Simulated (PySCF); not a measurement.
How methods differ on the excitation energy of Zr

Zr [Kr] 4d2 5s2 (3F) → Zr [Kr] 4d2 5s1 6s1 (5F), as a difference of total energies. All numbers are calculated (PySCF 2.14, scalar relativity through the core potential, in aug-cc-pVTZ-PP with ECP28MDF (6s6p5d3f2g, 88 functions)). Correlated levels: valence: 4s2 4p6 frozen. The calculations carry no spin-orbit coupling.

```json
{"method": "UHF", "excitation energy (eV)": "3.084"}
{"method": "MP2 (valence)", "excitation energy (eV)": "3.934"}
{"method": "SCS-MP2 (valence)", "excitation energy (eV)": "4.181"}
{"method": "CCSD (valence)", "excitation energy (eV)": "4.105"}
{"method": "CCSD(T) (valence)", "excitation energy (eV)": "4.180"}
```

Q: How much does correlation contribute at CCSD(T) (valence)?

A: 4.180 − (3.084) = 1.096 eV, measured against UHF.

The promoted electron is Rydberg-like, and one or two diffuse shells describe it only roughly, which tends to raise the upper state.
